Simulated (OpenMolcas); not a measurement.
# neutral beryllium: effect of the active space

```json
{
 "Program": "OpenMolcas 26.06",
 "Method": "CASSCF",
 "Basis": "ANO-RCC-VDZ",
 "Scalar Hamiltonian": "DKH2, point nucleus",
 "Spin-orbit coupling": "state interaction with AMFI integrals over the reference wave functions, term energies averaged over their components"
}
```

A. 2 electrons in 4 orbitals (2s 2p); 2S+1 = 3 even, 3 roots; 2S+1 = 1 even, 1 root; 2S+1 = 3 odd, 3 roots; 2S+1 = 1 odd, 3 roots; cost about 12 core-seconds
B. 2 electrons in 8 orbitals (2s 2p 3s 3p); 2S+1 = 1 even, 1 root; 2S+1 = 3 odd, 3 roots; cost about 13 core-seconds

Energies in cm⁻¹ above 2s² ¹S₀, the measured ground level; measured values from NIST Handbook of Basic Atomic Spectroscopic Data.

| Level | A | B | Measured |
| --- | --- | --- | --- |
| 2s² ¹S₀ | 0.0 | 0.0 | 0.0 |
| 2s 2p ³P°₀ | 23244 | 23352 | 21978 |
| 2s 2p ³P°₁ | 23245 | 23353 | 21979 |
| 2s 2p ³P°₂ | 23247 | 23354 | 21981 |

Deviations, from unrounded energies. A percentage is the sum of absolute deviations over the sum of measured energies, with the sign that they share, or ± where signs differ.

```
           Against measurement  Levels     A     B
mean absolute deviation (cm-1)       3  1300  1400
      other configurations (%)       3  +5.8  +6.2
```

A lies closest to measurement on these levels. The largest miss of A in the table is 2s 2p ³P°₁, by +1300 cm-1. The ranking rests on the paired levels alone, and a cruder setting can come out closer through cancelling errors.

Between A and B the level of the table that moves most is 2s 2p ³P°₂, by 110 cm-1 (lowest in A, highest in B).

Without dynamic correlation excited terms often stand tens of per cent too high (terms of higher spin than the ground term too low), and those without a measured partner can miss by more than the paired ones. Active for correlation alone: 3p 3s; no level in the range computed is led by a configuration that fills them, so any true level of that kind is missing (holds for B). Computed and measured levels are paired by configuration, term and J; levels that our copy of the source lacks, or whose pairing is in doubt (as where it misses far off the trend of its configuration), stay unpaired and out of the deviations. Levels of configurations outside the active space are missing. Levels that lie high or do not pair safely by name in every column are left out.

° marks odd parity.
